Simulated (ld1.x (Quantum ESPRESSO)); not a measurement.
**Building the PAW potential for Cl (Z = 17) (PW91, non-relativistic).**

| Quantity | Value |
| --- | --- |
| Element | Cl (Z = 17) |
| Generator | ld1.x (Quantum ESPRESSO) 7.5 |
| Type | PAW |
| Functional | PW91 |
| Relativity | non-relativistic |
| Frozen core | [Ne] |
| Valence charge | 7 |
| Reference configuration | 3s2 3p5 |
| Partial waves | 3s (bound): rcut 1.25, rcutus 1.60 bohr; 3s channel at -0.1 Ry: rcut 1.25, rcutus 1.60 bohr; 3p (bound): rcut 1.30, rcutus 1.64 bohr; 3p channel at -0.3 Ry: rcut 1.30, rcutus 1.64 bohr; 3d channel at 0.4 Ry: rc 1.45 bohr |
| Local potential | the d channel |
| Core correction | a·sin(br)/r model core, default radius (core density twice the valence density) |
| Augmentation charge | PSQ, inside the norm-conserving radii |

* Cutoffs needed: 25 Ry and 30 Ry (the cutoffs (Ry, on a coarse ladder) from which the occupation-weighted sum of valence levels, in a spherical-Bessel basis at the reference potential, stays within 10 and 1 mRy of its value at 400 Ry)
* Ghost test: no extra level below or beside the all-electron valence levels (s, p, d, f tested) (spherical-Bessel basis up to 400 Ry, 20 bohr box)
* Largest excitation error: -59 meV (all-electron minus pseudo) for 3s2 3p1, out of 7 test configurations
* Lowest eigenvalue of the overlap operator: 0.36 (s channel)
* Density cutoff estimated by the generator: 156 Ry
